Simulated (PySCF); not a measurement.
C4H12Al2Cl2.
Bonds: C1–C2, C2–C3, C2–C4, C2–Al5, Al5–Cl6, Cl6–Al7, Al7–Cl8, Al5–Cl8. Hydrogens: H9, H10, H11 on C1; H12, H13, H14 on C3; H15, H16, H17 on C4; H18 on Al5; H19, H20 on Al7.

Method: PBE0-D3(BJ)/def2-SVP geometry optimisation, gas phase in PySCF 2.14.0.

Task: How far are the bound atoms from Al5?

Result: 4 atoms: H18 1.580 Å, C2 1.970 Å, Cl6 2.327 Å, Cl8 2.329 Å. The nearest atom not counted as bound is C4, at 2.84 Å (others tie with it).

Task: List the angles at Al5.

Result: 
| angle | degrees | distance of the outer atoms (Å) |
| --- | --- | --- |
| C2–Al5–H18 | 128.6 | 3.20 |
| Cl6–Al5–H18 | 108.1 | 3.19 |
| Cl8–Al5–H18 | 108.1 | 3.19 |
| C2–Al5–Cl6 | 108.0 | 3.48 |
| C2–Al5–Cl8 | 107.7 | 3.48 |
| Cl6–Al5–Cl8 | 89.4 | 3.28 |

Task: Describe the arrangement about Al5 in numbers.

Result: Angles from 89.4° to 128.6°; τ4 = (360° − α − β)/141° = 0.87 with α and β the two widest (0 for a square, 1 for a tetrahedron).

Task: How far are the bound atoms from Al7?

Result: 4 atoms: H20 1.577 Å, H19 1.577 Å, Cl8 2.311 Å, Cl6 2.314 Å. The nearest atom not counted as bound is Al5, at 3.28 Å.

Task: List the angles at Al7.

Result: 
```tsv
angle	degrees	distance of the outer atoms (Å)
H19–Al7–H20	127.7	2.83
Cl8–Al7–H19	108.2	3.18
Cl6–Al7–H19	108.2	3.18
Cl8–Al7–H20	108.1	3.18
Cl6–Al7–H20	108.0	3.18
Cl6–Al7–Cl8	90.2	3.28
```

Task: Describe the arrangement about Al7 in numbers.

Result: Angles from 90.2° to 127.7°; τ4 = (360° − α − β)/141° = 0.88 with α and β the two widest (0 for a square, 1 for a tetrahedron).

Task: What are the other bond lengths?

Result: C1–C2, C2–C3, C2–C4 1.531 Å; C1–H9 and 8 like bonds 1.104 Å.

Task: Give some angles away from the centre.

Result: C1–C2–C3 110.0°, C1–C2–Al5 107.9°, C3–C2–Al5 111.4°, Al5–Cl6–Al7 90.1°.

Task: What are the rotational constants (commonest isotopes, rigid rotor)?

Result: A = 1462, B = 723.1, C = 601.9 MHz: an asymmetric top.

Point group: near Cs, missed by 0.12 Å at most; the miss may be what the optimiser left on a soft mode. Charge 0, singlet. No frequency check.

Shape of the structure used: `[CH3:1][C:2]([CH3:3])([CH3:4])[AlH-:5]1[Cl+:6][AlH2-:7][Cl+:8]1`: C1–C2–Al5–Cl6 75°.
